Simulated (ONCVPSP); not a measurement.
## Reading a pseudo-wave (Ga)

Columns: radius, all-electron u(r) and pseudo u(r) of the 3s shell (level -150.06 eV) of gallium in the configuration [Ne] 3s2 3p6 3d10 4s1 4p2; PBE, scalar-relativistic, ONCV scheme, ONCVPSP 4.0.1.

| r (bohr) | all-electron | pseudo |
| --- | --- | --- |
| 0.062 | 0.0140 | 0.2362 |
| 0.125 | -0.6847 | 0.4663 |
| 0.188 | -0.6270 | 0.6769 |
| 0.250 | -0.1487 | 0.8575 |
| 0.312 | 0.4047 | 1.0055 |
| 0.375 | 0.8677 | 1.1189 |
| 0.438 | 1.1770 | 1.1932 |
| 0.500 | 1.3370 | 1.2285 |
| 0.562 | 1.3853 | 1.2289 |
| 0.625 | 1.3534 | 1.1976 |
| 0.688 | 1.2703 | 1.1401 |
| 0.750 | 1.1608 | 1.0639 |
| 0.812 | 1.0395 | 0.9746 |
| 0.875 | 0.9147 | 0.8760 |
| 0.938 | 0.7951 | 0.7749 |
| 1.000 | 0.6862 | 0.6772 |
| 1.062 | 0.5877 | 0.5846 |
| 1.125 | 0.4989 | 0.4982 |
| 1.188 | 0.4214 | 0.4212 |
| 1.250 | 0.3552 | 0.3551 |
| 1.312 | 0.2984 | 0.2983 |
| 1.375 | 0.2492 | 0.2492 |
| 1.438 | 0.2076 | 0.2076 |
| 1.500 | 0.1730 | 0.1730 |
| 1.562 | 0.1439 | 0.1439 |
| 1.625 | 0.1191 | 0.1191 |

Question: How many radial nodes do the two functions have?

Answer: The all-electron 3s function has n − l − 1 = 2; the pseudo-wave has 0, since the states of the same l below it are removed with the core.

Question: At about which radius was the pseudo-wave matched?

Answer: 1.25 bohr, where the columns begin to agree (steps of 0.06 bohr).

Question: Is the pseudo-wave norm-conserving?

Answer: Yes: the ONCV scheme keeps the norm inside the radius equal to the all-electron one, which fixes the energy derivative of the logarithmic derivative at the level.
